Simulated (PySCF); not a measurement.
Geometry (Å), atoms numbered from 1 in this order:
```xyz
25

C     2.3876    1.2105   -0.9703
N     1.8231   -0.0261   -0.4964
C     2.7411   -1.1361   -0.5274
Si    0.4606   -0.0481    0.5953
C    -0.5461   -1.6534    0.3994
C    -2.0451   -1.3199    0.4859
C    -2.4292   -0.1744   -0.4631
Si   -1.3329    1.3155   -0.0343
N    -1.9649    2.1018    1.3854
H     1.6226    2.0018   -0.9928
H     3.2313    1.5757   -0.3473
H     2.7733    1.0957   -2.0010
H     2.2387   -2.0683   -0.2260
H     3.1352   -1.2924   -1.5493
H     3.6162   -0.9970    0.1420
H     0.8497    0.1336    2.0434
H    -0.3137   -2.0484   -0.6063
H    -0.2665   -2.4328    1.1259
H    -2.6496   -2.2199    0.2785
H    -2.2938   -1.0186    1.5193
H    -3.5025    0.0684   -0.3886
H    -2.2407   -0.4658   -1.5121
H    -1.1533    2.2107   -1.2306
H    -2.8358    2.6203    1.3368
H    -1.3166    2.5591    2.0164
```

Geometry: PBE0-D3(BJ)/def2-SVP; GIAO shifts from PySCF 2.14.0 with density-fitted response routines, gas phase, non-relativistic, averaged over equivalent atoms.

At PBE0/pcSseg-1 (247 basis functions, 120 s wall time on 1 thread of an Arm Neoverse N1, shared host):
```csv
atoms,δ (ppm)
C1/C3,41.7
C6,23.8
C7,20.5
C5,18.4
N2,15.5
N9,6.9
Si4,-4.8
Si8,-23.4
H23,5.10
H16,4.86
H10/H11/H12/H13/H14/H15,2.45
H19,2.16
H20,1.54
H18,1.54
H21,1.13
H17,0.39
H22,0.33
H24/H25,-0.09
```

Chemical shifts δ = σref − σ; TMS for 13C (184.41 ppm) and 29Si (351.99 ppm) and 1H (31.27 ppm); 15N (265.67 ppm) against NH3, all at this level.

Estimate the result of repeating the calculation with KT3/pcSseg-1.

Answers


| atoms | δ at KT3/pcSseg-1 | change |
| --- | --- | --- |
| C1/C3 | 42.2 | +0.5 |
| C6 | 26.5 | +2.7 |
| C7 | 21.7 | +1.2 |
| C5 | 19.8 | +1.4 |
| N2 | 23.8 | +8.3 |
| N9 | 8.3 | +1.4 |
| Si4 | -8.5 | -3.7 |
| Si8 | -23.8 | -0.4 |
| H23 | 5.14 | +0.04 |
| H16 | 4.86 | +0.00 |
| H10/H11/H12/H13/H14/H15 | 2.51 | +0.06 |
| H19 | 2.28 | +0.12 |
| H20 | 1.65 | +0.11 |
| H18 | 1.65 | +0.11 |
| H21 | 1.22 | +0.09 |
| H17 | 0.49 | +0.10 |
| H22 | 0.41 | +0.08 |
| H24/H25 | -0.16 | -0.07 |

References, each an isolated molecule treated in the same way: 13C (σref 182.31), 29Si (σref 365.51), 1H (σref 31.32) vs TMS; 15N (σref 262.01) against NH3.

The largest change is at N2 (nitrogen bonded to 2 C, Si). Cost: 247 basis functions, 2.3 min wall time on 1 thread of an Arm Neoverse N1, shared host. The order of the carbon signals is the same at both levels.

Experimental scales use liquid or dissolved standards, which lie at an offset from isolated NH3 (liquid NH3: subtract about 20 ppm).
